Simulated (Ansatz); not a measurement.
Reaction (redistribution): `C=C[SiH2][SiH2]F` + `[OH][Al]([F])[SH]` → `C=C[SiH2][SiH2]S` + `[OH][Al]([F])[F]`

Program: Ansatz. Geometries: PBE0-D4/def2-TZVP. ΔE: electronic, gas phase. CCSD(T)/CBS is the MP2 limit (def2-TZVPP, def2-QZVPP) plus CCSD(T) − MP2 in def2-TZVPP, frozen cores. Functionals use def2-TZVPP. One conformer a species, not always the lowest.

`C=C[SiH2][SiH2]F`:

Cartesian coordinates in Å:
```
C 0.186 2.218 -0.760
C -0.543 1.113 -0.627
Si 0.172 -0.603 -0.708
Si 0.004 -1.669 1.376
F -1.540 -1.709 1.828
H 1.254 2.180 -0.952
H -0.252 3.209 -0.687
H -1.610 1.218 -0.435
H -0.537 -1.431 -1.724
H 1.615 -0.520 -1.070
H 0.757 -0.933 2.426
H 0.495 -3.073 1.332
```

`[OH][Al]([F])[SH]`:

```xyz
6

O    -0.281    1.147    1.336
Al   -0.369    0.103    0.024
F    -1.833   -0.134   -0.678
S     1.355   -0.937   -0.778
H     0.515    1.356    1.820
H     0.612   -1.536   -1.725
```

`C=C[SiH2][SiH2]S`:

Cartesian coordinates in Å:
```
C 0.485 -1.471 1.583
C -0.550 -0.984 0.902
Si -0.507 -0.654 -0.931
Si -0.188 1.649 -1.205
S 1.532 2.192 -0.043
H 1.411 -1.754 1.091
H 0.450 -1.619 2.659
H -1.451 -0.722 1.455
H -1.772 -1.100 -1.579
H 0.646 -1.377 -1.532
H -1.397 2.413 -0.786
H 0.139 2.035 -2.602
H 1.201 1.393 0.988
```

`[OH][Al]([F])[F]`:

Z-matrix (Å, degrees):
```
Al
O 1 1.674
F 1 1.638 2 122.4
F 1 1.633 2 119.1 3 180.0
H 2 0.955 1 123.7 3 -0.0
```

| level | ΔE (kJ/mol) |
| --- | --- |
| PBE-D4 | -10.1 |
| r2SCAN-D4 | -6.4 |
| ωB97X-V | -3.2 |
| PBE | -5.1 |
| r2SCAN | -4.9 |
| CCSD/def2-TZVPP | -5.0 |
| HF/def2-QZVPP | 10.8 |
| HF/CBS(def2) | 10.8 |

What does CCSD(T)/CBS give? (An estimate is asked.)

The calculation gave: -8.6 kJ/mol. The listed levels differ from it by -1.5, 2.2, 5.4, 3.5, 3.7, 3.6, 19.4, 19.4 kJ/mol.

Largest T1 diagnostic among the species: 0.013.

In def2-TZVPP, CCSD(T) changes the Hartree–Fock value by −19.1 kJ/mol (the triples alone add −2.6 kJ/mol) and MP2 by −24.3 kJ/mol. The D4 term adds −8.0 kJ/mol with B3LYP and −4.5 kJ/mol with PBE0; it sums over pairs of atoms, weighted by their polarisabilities, and B3LYP, whose exchange is more repulsive, gets the larger term.

B3LYP here is the variant with VWN-RPA as its local correlation; programs differ in this.
